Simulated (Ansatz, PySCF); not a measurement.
Species: CH5GeO, net charge 0, doublet state. SMILES: [GeH3][O][CH2]
Coordinates optimised at B3LYP-D3(BJ)/def2-TZVP (Ansatz, a quantum-chemistry and plane-wave program):
```xyz
8

C     -2.0513     0.0176     0.2377
O     -0.8694    -0.5840     0.5121
Ge     0.6611     0.0998    -0.1635
H     -2.0780     1.0898     0.0690
H     -2.9245    -0.5063     0.6010
H      0.6808     1.6046     0.1598
H      1.7623    -0.6773     0.5614
H      0.6675    -0.1386    -1.6819
```
Charge 0, spin multiplicity 2.

Property: size of the dipole moment, in D. Terms: UHF or UKS for open shells; no dispersion term unless named; spin-orbit terms left out; non-relativistic; LANL2DZ with its own core potentials from Na on; 6-31G* and kin with 6d, 5d where marked. First-principles rows: single points at B3LYP-D3(BJ) geometries (Ansatz).

```tsv
level	program	size of the dipole moment (D)
SVWN5/6-31G* with LANL2DZ past Ar	Ansatz	1.69
PBE/3-21G	Ansatz	1.65
PBE/LANL2DZ	Ansatz	2.04
PBE/def2-SVP	Ansatz	1.46
BP86/def2-SVP	PySCF	1.45
BP86/6-31G* with LANL2DZ past Ar (5d)	PySCF	1.60
B3LYP/3-21G	Ansatz	1.74
B3LYP/LANL2DZ	Ansatz	2.12
B3LYP/6-31G	Ansatz	1.99
B3LYP/6-31G*	Ansatz	1.56
B3LYP/def2-SVP	Ansatz	1.54
B3LYP/6-31G* with LANL2DZ past Ar	Ansatz	1.71
M06-2X/6-31G* with LANL2DZ past Ar (5d)	PySCF	1.71
```

No value to compare with is used here. The 13 habitual levels span 1.45 (BP86/def2-SVP) to 2.12 D (B3LYP/LANL2DZ).

The levels are drawn from those run, B3LYP/6-31G* more often than the rest, none by its result; left out are runs that failed, that the program found above a lower state of the same kind, or whose <S^2> lies over 0.5 above the pure value.
